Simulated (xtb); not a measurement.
BiCl2 (SMILES [Cl][Bi+][Cl]), charge +1, singlet, at a GFN2-xTB geometry (such geometries of metal compounds can be far from the true shape), atoms displaced at random by about 0.05 Å a coordinate; GFN2-xTB (xtb).

Input for xtb:
```
$ xtb mol.xyz --gfn 2 --chrg 1 --opt vtight --json

# file mol.xyz
3

Bi     0.27233599     0.00642544     0.35603583
Cl     0.53681646     0.34854835    -1.99316321
Cl    -2.08631718    -0.26198631     0.20227809
```

It wrote (shortened):

```
   ID    Z sym.   atoms
    1   83 Bi     1
    2   17 Cl     2, 3

           -------------------------------------------------
          |                Calculation Setup                |
           -------------------------------------------------

           -------------------------------------------------
          |                 G F N 2 - x T B                 |
           -------------------------------------------------

          ...................................................
          :                      SETUP                      :
          :.................................................:
          :  # basis functions                  24          :
          :  # atomic orbitals                  22          :
          :  # shells                            8          :
          :  # electrons                        18          :
          :  max. iterations                   250          :
          :  Hamiltonian                  GFN2-xTB          :
          :  restarted?                      false          :
          :  GBSA solvation                  false          :
          :  PC potential                    false          :
          :  electronic temp.          300.0000000     K    :
          :  accuracy                    1.0000000          :
          :  -> integral cutoff          0.2500000E+02      :
          :  -> integral neglect         0.1000000E-07      :
          :  -> SCF convergence          0.1000000E-05 Eh   :
          :  -> wf. convergence          0.1000000E-03 e    :
          :  Broyden damping             0.4000000          :
          :  net charge                          1          :
          :  unpaired electrons                  0          :
          ...................................................

 iter      E             dE          RMSdq      gap      omega  full diag
   1    -10.5929000 -0.105929E+02  0.157E+01    0.68       0.0  T
   2    -10.9004770 -0.307577E+00  0.191E+01    4.42       1.0  T
   3    -11.0156551 -0.115178E+00  0.137E+01    2.68       1.0  T
   4    -11.0162593 -0.604164E-03  0.136E+01    2.67       1.0  T
   5    -11.0483387 -0.320794E-01  0.704E+00    1.37       1.0  T
   6    -11.0533929 -0.505423E-02  0.108E+00    1.58       1.0  T
   7    -11.0528358  0.557161E-03  0.312E+00    1.80       1.0  T
   8    -11.0535107 -0.674971E-03  0.192E+00    1.75       1.0  T
   9    -11.0539590 -0.448247E-03  0.183E-01    1.65       1.0  T
[...]
         :: total energy             -11.051061960634 Eh    ::
 * total energy  :   -11.0510620 Eh     change       -0.5342038E-10 Eh
 * total energy  :   -11.0503219 Eh     change        0.7400130E-03 Eh
 * total energy  :   -11.0512473 Eh     change       -0.9253556E-03 Eh
 * total energy  :   -11.0511996 Eh     change        0.4772998E-04 Eh
 * total energy  :   -11.0512494 Eh     change       -0.4977671E-04 Eh
 * total energy  :   -11.0512475 Eh     change        0.1826151E-05 Eh
 * total energy  :   -11.0512545 Eh     change       -0.6940145E-05 Eh
 * total energy  :   -11.0512553 Eh     change       -0.8241798E-06 Eh
 * total energy  :   -11.0512559 Eh     change       -0.6016204E-06 Eh
 * total energy  :   -11.0512559 Eh     change       -0.1523819E-08 Eh
   *** GEOMETRY OPTIMIZATION CONVERGED AFTER 10 ITERATIONS ***
         :: total energy             -11.051255891456 Eh    ::
[...]
        18                         -0.1964316              -5.3452
        19                         -0.1963859              -5.3439
        20                         -0.1958155              -5.3284
       ...                                ...                  ...
        22                         -0.1616282              -4.3981
      -------------------------------------------------------------
                  HL-Gap            0.0589468 Eh            1.6040 eV
             Fermi-level           -0.6132758 Eh          -16.6881 eV

     #   Z          covCN         q      C6AA      α(0)
     1  83 Bi       1.634     0.993   464.170    42.461
     2  17 Cl       0.817     0.004    98.998    15.221
     3  17 Cl       0.817     0.004    98.998    15.221

 Mol. C6AA /au·bohr⁶  :       1698.593533
 Mol. C8AA /au·bohr⁸  :     144175.405843
 Mol. α(0) /au        :         72.903209

Wiberg/Mayer (AO) data.
largest (>0.10) Wiberg bond orders for each atom

 ---------------------------------------------------------------------------
     #   Z sym  total        # sym  WBO       # sym  WBO       # sym  WBO
 ---------------------------------------------------------------------------
     1  83 Bi   2.658 --     3 Cl   1.329     2 Cl   1.329
     2  17 Cl   1.502 --     1 Bi   1.329     3 Cl   0.173
     3  17 Cl   1.502 --     1 Bi   1.329     2 Cl   0.173
 ---------------------------------------------------------------------------

Topologies differ in total number of bonds
Writing topology from bond orders to xtbtopo.mol

molecular dipole:
                 x           y           z       tot (Debye)
 q only:        0.516       0.013       0.664
   full:        0.547       0.012       0.702       2.262
molecular quadrupole (traceless):
                xx          xy          yy          xz          yz          zz
 q only:        0.083       0.025      -0.426       0.509      -0.002       0.343
  q+dip:        0.772       0.258      -1.904       0.829      -0.268       1.132
   full:        0.379       0.133      -1.040       0.577      -0.118       0.661

optimized geometry written to: xtbopt.xyz

           -------------------------------------------------
          | TOTAL ENERGY              -11.051255891456 Eh   |
          | GRADIENT NORM               0.000000883941 Eh/α |
          | HOMO-LUMO GAP               1.604023413374 eV   |
           -------------------------------------------------

normal termination of xtb
```
